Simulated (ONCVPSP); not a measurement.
## u(r) = r·R(r): atom against pseudo-atom (Co (Z = 27))

Columns: radius, all-electron u(r) and pseudo u(r) of the 3d shell (level -6.26 eV) of cobalt in the configuration [Ne] 3s2 3p6 3d7.5 4s1.5; PBE, non-relativistic, ONCV scheme, ONCVPSP 4.0.1.

```
r (bohr)  all-electron  pseudo
   0.072        0.0368  0.0039
   0.145        0.1740  0.0311
   0.217        0.3578  0.0982
   0.290        0.5402  0.2148
   0.362        0.6899  0.3712
   0.435        0.8028  0.5530
   0.507        0.8772  0.7308
   0.580        0.9195  0.8858
   0.652        0.9352  0.9972
   0.725        0.9313  1.0591
   0.798        0.9134  1.0685
   0.870        0.8864  1.0327
   0.942        0.8536  0.9666
   1.015        0.8169  0.8875
   1.088        0.7785  0.8131
   1.160        0.7402  0.7528
   1.232        0.7024  0.7053
   1.305        0.6649  0.6653
   1.378        0.6288  0.6288
   1.450        0.5947  0.5947
   1.522        0.5622  0.5622
   1.595        0.5310  0.5310
   1.668        0.5014  0.5014
   1.740        0.4739  0.4739
   1.812        0.4479  0.4479
   1.885        0.4231  0.4231
```

(1) How many radial nodes do the two functions have?

(2) At about which radius was the pseudo-wave matched?

(3) Where does each function peak?

(4) Is the pseudo-wave norm-conserving?

Results:

(1) The all-electron 3d function has n − l − 1 = 0; the pseudo-wave has 0.

(2) 1.45 bohr. The columns agree to 0.0005 from 1.30 bohr on; several derivatives are matched, so the curves merge somewhat inside the radius.

(3) Outermost all-electron maximum near 0.65 bohr, pseudo maximum near 0.80 bohr (to the table’s step).

(4) Yes: the ONCV scheme keeps the norm inside the radius equal to the all-electron one, which fixes the energy derivative of the logarithmic derivative at the level.
